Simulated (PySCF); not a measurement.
UHF on I²⁺ (iodine, charge +2)

Configuration: [Kr] 4d10 5s1 5p3 5d1, high-spin 6D determinant (an excited configuration). Computed with PySCF 2.14 in aug-cc-pVTZ-PP with ECP28MDF, with scalar relativity through the core potential.

```json
{
  "Total energy": "-292.922938 hartree",
  "One-electron energy": "-492.0599 hartree",
  "Hartree (Coulomb) energy": "219.7366 hartree",
  "Exchange energy": "-20.5997 hartree",
  "⟨S²⟩": "8.7521",
  "⟨L²⟩": "6.052",
  "Sum of ⟨r⟩": "27.09 bohr",
  "Sum of ⟨r²⟩": "45.66 bohr²",
  "Traceless quadrupole moment −½Σ⟨3z² − r²⟩ along its main axis": "3.05 e·bohr²"
}
```

| shell | electrons | mean orbital energy (hartree) | spread (hartree) | rms radius, mean of both spins (bohr) |
| --- | --- | --- | --- | --- |
| 4s α | 1 | -8.64930 | 0 | 0.796 |
| 4s β | 1 | -8.58970 | 0 | 0.796 |
| 4p α | 3 | -6.47228 | 0.00459 | 0.852 |
| 4p β | 3 | -6.42475 | 0.01032 | 0.852 |
| 4d α | 5 | -3.19429 | 0.01469 | 0.990 |
| 4d β | 5 | -3.15282 | 0.01337 | 0.990 |
| 5s α | 1 | -1.79701 | 0 | 1.99 |
| 5p α | 3 | -1.23711 | 0.01270 | 2.29 |
| 5d α | 1 | -0.61202 | 0 | 3.25 |

Energies and moments cover only the electrons outside the core potential. The outer electron is Rydberg-like, and this basis confines it to a smaller radius and binds it less than a complete one would.
